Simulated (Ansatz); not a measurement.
C$_{3}$H$_{9}$AlClN (`CC(C)[NH][AlH][Cl]`) from Hartree–Fock to CCSD(T)

Z-matrix (Å, degrees):
```
C
C 1 1.522
H 1 1.093 2 111.1
H 1 1.094 2 110.3 3 -120.4
H 1 1.093 2 111.0 3 120.0
C 2 1.516 1 111.0 3 59.9
N 2 1.453 1 111.0 3 -176.5
H 2 1.101 1 107.7 3 -57.5
H 6 1.093 2 111.6 1 -177.9
H 6 1.095 2 110.8 1 61.7
H 6 1.092 2 110.5 1 -57.8
Al 7 1.762 2 133.0 1 -123.7
H 7 1.012 2 111.2 1 54.5
Cl 12 2.104 7 114.5 2 178.4
H 12 1.569 7 126.0 2 -2.0
```

Total charge 0; spin multiplicity 1. The geometry is a stationary point of PBE0-D4/def2-TZVP. It is one conformer, not always the lowest. Frozen core, restricted reference, Ansatz. CBS rows extrapolate triple and quadruple zeta; past MP2 they add the triple-zeta difference.

```csv
basis,HF (Eh),MP2 corr.,CCSD corr.,(T),CCSD(T) total
def2-TZVPP,-874.90959,?,-1.06926,-0.04259,?
def2-QZVPP,?,?,–,–,–
CBS(def2),?,-1.13456,-1.19756,as TZ,?
```

Fill in the withheld values. (Best estimate.)

Ansatz gave: def2-TZVPP MP2 corr.: -1.00626; def2-TZVPP CCSD(T) total: -876.02144; def2-QZVPP HF (Eh): -874.93785; def2-QZVPP MP2 corr.: -1.07996; CBS(def2) HF (Eh): -874.94174; CBS(def2) CCSD(T) total: -876.18189.
